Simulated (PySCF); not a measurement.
Ge(H)3(NMe2) (C₂H₉GeN), SMILES C[N](C)[GeH3].

Geometry optimised at TPSSh-D3(BJ)/def2-SVP.

These are PBE/def2-TZVP (PySCF) values and carry that method's errors.

Symmetry labels are those of the subgroup Cs that the program uses (full group Cs).

Computed valence orbital energies around the gap with their symmetry:
```
orbital  symmetry  energy (eV)
-------  --------  -----------
HOMO−7         A'       -10.94
HOMO−6         A'       -10.84
HOMO−5         A"        -9.33
HOMO−4         A"        -8.89
HOMO−3         A'        -8.28
HOMO−2         A"        -8.15
HOMO−1         A'        -7.97
HOMO           A'        -4.85
LUMO           A'        -0.23
LUMO+1         A'         0.32
LUMO+2         A"         0.87
LUMO+3         A'         1.03
```
